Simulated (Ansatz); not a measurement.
Stepwise reaction of `[CH3][Y]([CH3])[NH2]` with ammonia, as a gas-phase model of exchange steps in deposition or etching. ΔE in kJ/mol.

Program: Ansatz. Geometries: PBE0-D4/def2-TZVP. ΔE: electronic, gas phase. CCSD(T)/CBS is the MP2 limit (def2-TZVPP, def2-QZVPP) plus CCSD(T) − MP2 in def2-TZVPP, frozen cores. This one scheme is used for every species. Functionals use def2-TZVPP. B3LYP here is the variant with VWN-RPA as its local correlation; programs differ in this. def2 core potentials past Kr. For Y outer-core shells are correlated without core-valence functions, which leaves a few kJ/mol of doubt a bond. One conformer a species, not always the lowest.

| step | reaction | PBE-D4 | B3LYP-D4 | ωB97M-V | CCSD(T)/CBS |
| --- | --- | --- | --- | --- | --- |
| 2 | `[CH3][Y]([NH2])[NH2]` + NH₃ → `[NH2][Y]([NH2])[NH2]` + CH₄ | -121.2 | -126.9 | -121.9 | -122.5 |

(1) Give the row of step 1, `[CH3][Y]([CH3])[NH2]` + NH₃ → `[CH3][Y]([NH2])[NH2]` + CH₄. (Best estimate.)

(2) By hand: ΔE of the 2 steps together at CCSD(T)/CBS.

## Answers

(1) Ansatz gave: 
| step | reaction | PBE-D4 | B3LYP-D4 | ωB97M-V | CCSD(T)/CBS |
| --- | --- | --- | --- | --- | --- |
| 1 | `[CH3][Y]([CH3])[NH2]` + NH₃ → `[CH3][Y]([NH2])[NH2]` + CH₄ | -125.8 | -131.6 | -127.5 | -127.8 |

(2) (-127.8) + (-122.5) = -250.3 kJ/mol, or -125.2 kJ/mol a step.

In ΔE each step is higher than the one before. All are downhill at CCSD(T)/CBS. PBE-D4 differs from CCSD(T)/CBS by 1.3 to 2.0 kJ/mol a step. Isolated molecules leave out the surface, adducts and barriers. Largest T1 diagnostic: 0.012.
